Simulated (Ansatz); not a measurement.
`C[CH2][Al]([NH2])[F]` + HBr → `C[CH2][Al]([F])[Br]` + NH₃ at 298.15 K and 1 bar (ligand exchange at the Al–N bond).

Gas-phase electronic energies from Ansatz, PBE0-D4/def2-TZVP geometries. CBS: MP2 limit from def2 TZ/QZ plus the TZ coupled-cluster correction, frozen cores. This one scheme is used for every species. For Br outer-core shells are correlated without core-valence functions, which leaves a few kJ/mol of doubt a bond. Scalar relativity is left out up to krypton. One conformer a species, not always the lowest.

| species | CCSD(T)/CBS energy (Eh) | H − E (kJ/mol) | S (J/(mol·K)) |
| --- | --- | --- | --- |
| `C[CH2][Al]([NH2])[F]` | -476.96291 | 267.6 | 361.5 |
| HBr | -2573.91920 | 24.6 | 198.6 |
| `C[CH2][Al]([F])[Br]` | -2994.40172 | 202.1 | 375.9 |
| NH₃ | -56.50880 | 100.5 | 192.4 |

H − E and S are ideal-gas, rigid-rotor, harmonic terms from PBE0-D4/def2-TZVP, for one conformer and one mirror image of each species. 1 Eh = 2625.50 kJ/mol, R = 8.31446 J/(mol·K).

Question: By hand: ΔE, ΔH, ΔS and ΔG.

Answer: ΔE = (-2994.40172) + (-56.50880) − (-476.96291) − (-2573.91920) = -0.02841 Eh = -74.6 kJ/mol. Δ(H − E) = 202.1 + 100.5 − 267.6 − 24.6 = 10.4, so ΔH = -64.2 kJ/mol. ΔS = 375.9 + 192.4 − 361.5 − 198.6 = 8.2 J/(mol·K). ΔG = -64.2 − 298.15 × (8.2)/1000 = -66.6 kJ/mol.

Question: By hand: the equilibrium constant, and the temperature at which ΔG would vanish if ΔH and ΔS stayed fixed.

Answer: log₁₀ K = −ΔG/(RT ln 10) = 11.7. ΔH and −TΔS have one sign here, so there is no such temperature.

The number of gas molecules stays the same, so ΔS is small and ΔH decides. A doubt of 5 kJ/mol in ΔE shifts log₁₀ K by 0.9 here. Other conformers and mirror images would add mixing entropy, several J/(mol·K) or more a flexible species. Modes under 60 cm⁻¹, often nearly free rotors, make the harmonic entropy too high. These are equilibria of isolated gas molecules and say nothing of rates. Largest T1 diagnostic: 0.011 (customary marks: 0.02 for closed shells, 0.045 for open ones).

ΔS is within the doubt of such terms, so its sign, and with it that verdict, could turn.
